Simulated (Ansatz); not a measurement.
Reaction: C2H6Si (SMILES C=C[SiH3]) → C2H5Si (SMILES C=[C][SiH3], doublet) + H (doublet) (the C-H bond breaks)
Each species at its own B3LYP-D3(BJ)/def2-TZVP minimum (Ansatz, a first-principles code).

Total energies in hartree (Ansatz). Open shells are spin-unrestricted; no spin-orbit coupling. Correlated methods leave the cores frozen. No relativity. Where a partner has so few electrons that a lower coupled-cluster level is exact, that level stands in. The UHF reference of C2H5Si (C=[C][SiH3], doublet) is spin-contaminated (<S^2> up to 0.19 over the pure value in the sets run).

| species | HF/cc-pV(T+d)Z | CCSD(T)/cc-pV(T+d)Z | HF/cc-pV(Q+d)Z | CCSD(T)/cc-pV(Q+d)Z | CCSD(T)/cc-pV(D+d)Z | CCSDT(Q)/cc-pV(D+d)Z |
|---|---|---|---|---|---|---|
| 1: C2H6Si (SMILES C=C[SiH3]) | -368.17813 | -368.69745 | -368.18696 | -368.73185 | -368.57819 | -368.58009 |
| 2: C2H5Si (SMILES [C](=C)[SiH3], doublet) | -367.54591 | -368.02390 | -367.55461 | -368.05721 | -367.91005 | -367.91263 |
| 3: H (doublet) | -0.49981 | -0.49981 | -0.49995 | -0.49995 | -0.49928 | -0.49928 |

Problem. Work out the bond dissociation energy (electronic) in kJ/mol: take Hartree-Fock from cc-pV(Q+d)Z, extrapolate the CCSD(T) correlation energy as X^-3 (X = 3, 4), and add CCSDT(Q) - CCSD(T) in cc-pV(D+d)Z. 1 hartree = 2625.5 kJ/mol.

Solution. 
Species 1: correlation (64·(-0.54489) - 27·(-0.51932))/37 = -0.56355; step -0.00190; E1 = -368.18696 + (-0.56355) + (-0.00190) = -368.75241
Species 2: correlation (64·(-0.50260) - 27·(-0.47799))/37 = -0.52056; step -0.00258; E2 = -367.55461 + (-0.52056) + (-0.00258) = -368.07775
Species 3: correlation (64·(0.00000) - 27·(0.00000))/37 = 0.00000; step +0.00000; E3 = -0.49995 + (0.00000) + (+0.00000) = -0.49995
-1·E1 +1·E2 +1·E3 = 0.17471 hartree = 458.7 kJ/mol.
